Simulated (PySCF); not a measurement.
benzenedithiol (C₆H₆S₂), singlet, at a GFN2-xTB geometry; PySCF with MP2/6-31G.

Input for PySCF:
```python
from pyscf import gto, scf, mp

mol = gto.M(
    atom='''
S    -3.14116872   -0.26264692   -0.09295716
C    -1.38195401   -0.09892678   -0.04553054
C    -0.75085903    1.10020482   -0.34640723
C     0.62724100    1.18826431   -0.29805128
C     1.38309751    0.07775779    0.05149196
S     3.14783621    0.13921546    0.12771684
C     0.75043301   -1.12379036    0.35295925
C    -0.62427860   -1.21163333    0.30472219
H    -3.39163766    0.99403030   -0.45651050
H    -1.33037006    1.97029991   -0.61960607
H     1.10908733    2.12617929   -0.53400830
H     3.26128319    1.41914662   -0.22306711
H     1.34218743   -1.98436192    0.62415105
H    -1.11930943   -2.14164960    0.53777994
''',
    basis='6-31g',
    verbose=4,
)

mf = scf.RHF(mol)
mf.kernel()

pt = mp.MP2(mf)
pt.kernel()
print('E(MP2) = %.10f' % pt.e_tot)
```

Write the output that PySCF gives for this input, abridged.


```
PySCF version 2.14.0

[INPUT] verbose = 4
[INPUT] num. atoms = 14
[INPUT] num. electrons = 74
[INPUT] charge = 0
[INPUT] spin (= nelec alpha-beta = 2S) = 0
[INPUT] symmetry False subgroup None
[INPUT] Mole.unit = angstrom
[INPUT] Symbol           X                Y                Z      unit          X                Y                Z       unit  Magmom
[INPUT]  1 S     -3.141168720000  -0.262646920000  -0.092957160000 AA   -5.935948591851  -0.496330746261  -0.175663573717 Bohr   0.0
[INPUT]  2 C     -1.381954010000  -0.098926780000  -0.045530540000 AA   -2.611514595644  -0.186944520585  -0.086040250904 Bohr   0.0
[INPUT]  3 C     -0.750859030000   1.100204820000  -0.346407230000 AA   -1.418917924857   2.079085790726  -0.654614792269 Bohr   0.0
[INPUT]  4 C      0.627241000000   1.188264310000  -0.298051280000 AA    1.185313704098   2.245494109495  -0.563235290276 Bohr   0.0
[INPUT]  5 C      1.383097510000   0.077757790000   0.051491960000 AA    2.613675497468   0.146940927151   0.097305702017 Bohr   0.0
[INPUT]  6 S      3.147836210000   0.139215460000   0.127716840000 AA    5.948548321889   0.263079091705   0.241349849095 Bohr   0.0
[INPUT]  7 C      0.750433010000  -1.123790360000   0.352959250000 AA    1.418112863733  -2.123656001826   0.666996315632 Bohr   0.0
[INPUT]  8 C     -0.624278600000  -1.211633330000   0.304722190000 AA   -1.179715579427  -2.289655157095   0.575841483178 Bohr   0.0
[INPUT]  9 H     -3.391637660000   0.994030300000  -0.456510500000 AA   -6.409266291161   1.878445026519  -0.862679817988 Bohr   0.0
[INPUT] 10 H     -1.330370060000   1.970299910000  -0.619606070000 AA   -2.514035057721   3.723327213155  -1.170885777418 Bohr   0.0
[INPUT] 11 H      1.109087330000   2.126179290000  -0.534008300000 AA    2.095871301925   4.017896549822  -1.009129435245 Bohr   0.0
[INPUT] 12 H      3.261283190000   1.419146620000  -0.223067110000 AA    6.162932043748   2.681798442402  -0.421535745298 Bohr   0.0
[INPUT] 13 H      1.342187430000  -1.984361920000   0.624151050000 AA    2.536366650534  -3.749900560816   1.179474544860 Bohr   0.0
[INPUT] 14 H     -1.119309430000  -2.141649600000   0.537779940000 AA   -2.115188271343  -4.047131198784   1.016256801885 Bohr   0.0

nuclear repulsion = 458.266502378901
number of shells = 56
number of NR pGTOs = 248
number of NR cGTOs = 92
basis = 6-31g
ecp = {}

******** <class 'pyscf.scf.hf.RHF'> ********
method = RHF
initial guess = minao
damping factor = 0
level_shift factor = 0
DIIS = <class 'pyscf.scf.diis.CDIIS'>
diis_start_cycle = 1
diis_space = 8
diis_damp = 0
SCF conv_tol = 1e-09
SCF conv_tol_grad = None
SCF max_cycles = 50
direct_scf = True
direct_scf_tol = 1e-13
Set gradient conv threshold to 3.16228e-05
Initial guess from minao.
init E= -1028.00090289674
  HOMO = -0.179472174759159  LUMO = 0.0494301468233287  gap/eV = 6.22875
cycle= 1 E= -1025.45710690489  delta_E= 2.54  |g|= 0.47  |ddm|= 3.91
  HOMO = -0.315402056369934  LUMO = 0.0834069772373325  gap/eV = 10.85215
cycle= 2 E= -1025.54160627074  delta_E= -0.0845  |g|= 0.178  |ddm|= 1.38
  HOMO = -0.290782128022682  LUMO = 0.129927998834139  gap/eV = 11.44811
cycle= 3 E= -1025.55101157915  delta_E= -0.00941  |g|= 0.0595  |ddm|= 0.436
  HOMO = -0.297459669032806  LUMO = 0.124479152027568  gap/eV = 11.48154
cycle= 4 E= -1025.55245904087  delta_E= -0.00145  |g|= 0.0105  |ddm|= 0.16
  HOMO = -0.297665048043029  LUMO = 0.123801195239628  gap/eV = 11.46868
cycle= 5 E= -1025.55251252694  delta_E= -5.35e-05  |g|= 0.0042  |ddm|= 0.03
  HOMO = -0.297612530560171  LUMO = 0.124429725062564  gap/eV = 11.48435
cycle= 6 E= -1025.55252161216  delta_E= -9.09e-06  |g|= 0.00126  |ddm|= 0.0107
  HOMO = -0.297693299275776  LUMO = 0.124528014071313  gap/eV = 11.48923
cycle= 7 E= -1025.55252275817  delta_E= -1.15e-06  |g|= 0.000423  |ddm|= 0.00431
  HOMO = -0.297690537319314  LUMO = 0.124503518612901  gap/eV = 11.48849
cycle= 8 E= -1025.55252284209  delta_E= -8.39e-08  |g|= 8.81e-05  |ddm|= 0.000995
  HOMO = -0.297693130695314  LUMO = 0.12451939643144  gap/eV = 11.48899
cycle= 9 E= -1025.55252284872  delta_E= -6.62e-09  |g|= 2.11e-05  |ddm|= 0.000314
  HOMO = -0.297695940855508  LUMO = 0.124517286519007  gap/eV = 11.48901
cycle= 10 E= -1025.55252284927  delta_E= -5.5e-10  |g|= 7.86e-06  |ddm|= 7.64e-05
  HOMO = -0.297694897537992  LUMO = 0.124518134553635  gap/eV = 11.48900
Extra cycle  E= -1025.55252284935  delta_E= -8.59e-11  |g|= 4.6e-06  |ddm|= 2.08e-05
converged SCF energy = -1025.55252284935

******** <class 'pyscf.mp.mp2.RMP2'> ********
nocc = 37, nmo = 92
E(RMP2) = -1026.19597157687  E_corr = -0.643448727518629
E(SCS-RMP2) = -1026.18337878199  E_corr = -0.630855932637696
E_corr(same-spin) = -0.163018315828453
E_corr(oppo-spin) = -0.480430411690176
E(MP2) = -1026.1959715769
```
